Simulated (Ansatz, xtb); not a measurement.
## C5H5NO2S: which of two isomers lies lower

Structure X: `COC(=O)c1nccs1`, a singlet. Structure Y: `CC(=O)Oc1nccs1`, a singlet. Both are isolated molecules in the gas phase, relaxed with B3LYP/def2-SVP; the shapes shown needn't be the lowest conformers.

X (Å):

```xyz
14

C    -3.6053    0.2356    1.7812
C    -1.3842    0.7224    1.2162
C    -0.1077    0.1839    0.6752
C     1.4140   -1.1649   -0.1566
C     2.1794   -0.0216   -0.0936
N     0.1294   -1.0354    0.2789
O    -2.3449   -0.2023    1.2721
O    -1.5165    1.8746    1.5618
S     1.2517    1.2813    0.5406
H    -4.2631   -0.6415    1.7579
H    -4.0196    1.0423    1.1574
H    -3.5020    0.6104    2.8109
H     1.7688   -2.1303   -0.5228
H     3.2208    0.1075   -0.3848
```

Y (Å):

```xyz
14

C    -3.5120    0.4274    1.9992
C    -2.2519   -0.2746    1.5785
C    -0.1547    0.2486    0.5427
C     1.7975    0.5779   -0.3908
C     1.9204   -0.7669   -0.1781
N     0.6177    1.1442    0.0211
O    -2.0041   -1.4441    1.7003
O    -1.3796    0.6147    1.0146
S     0.4863   -1.3885    0.5828
H    -3.2732    1.2229    2.7220
H    -4.2014   -0.2977    2.4470
H    -3.9799    0.9104    1.1274
H     2.5579    1.2090   -0.8544
H     2.7572   -1.4202   -0.4203
```

Problem. Estimate which is lower in electronic energy at CCSD(T)/def2-SVP + ΔMP2/def2-TZVPP, and by roughly how much.

Solution. Too close to call at this level: CCSD(T)/def2-SVP + ΔMP2/def2-TZVPP gives E(Y) − E(X) = −4.11 kJ/mol.

The same difference at several levels:

| level | geometry | E(Y) − E(X) (kJ/mol) | departure from the last row (kJ/mol) | job, with rough time for the two |
| --- | --- | --- | --- | --- |
| GFN2-xTB | GFN2-xTB | −37.41 | −33.29 | optimisation, 0.34 s |
| HF/STO-3G | GFN2-xTB | −15.91 | −11.80 | single point, 0.52 s |
| r2SCAN-D4/def2-SVP | GFN2-xTB | −4.14 | −0.03 | single point, 4.5 s |
| B3LYP/def2-SVP | B3LYP/def2-SVP | −7.51 | −3.40 | optimisation, 73 s |
| HF/def2-SVP | B3LYP/def2-SVP | −6.28 | −2.16 | part of the CCSD(T) run |
| MP2/def2-SVP | B3LYP/def2-SVP | +2.25 | +6.37 | part of the CCSD(T) run |
| CCSD(T)/def2-SVP | B3LYP/def2-SVP | −2.87 | +1.25 | single point |
| CCSD(T)/def2-SVP + ΔMP2/def2-TZVPP | B3LYP/def2-SVP | −4.11 |  | single point, 2.2 min |

As drawn, both hold the same kinds of bond in the same numbers.

The largest departure from CCSD(T)/def2-SVP + ΔMP2/def2-TZVPP is that of GFN2-xTB, 33.29 kJ/mol. The last row adds to CCSD(T) the change of the MP2 difference between the two basis sets, here −1.25 kJ/mol.

With thermal terms from frequencies at re-optimised GFN2-xTB minima (ideal gas, soft modes damped towards free rotors, one conformer each, 298.15 K, 1 atm): the zero-point term adds −0.10 kJ/mol; ΔH is −4.65 and ΔG −4.10 kJ/mol.

The correlated steps freeze 13 core orbitals. Codes used: Ansatz 0.2.0, xtb 6.7.1; the last row on 4 threads of Arm Neoverse V1 on a shared host.
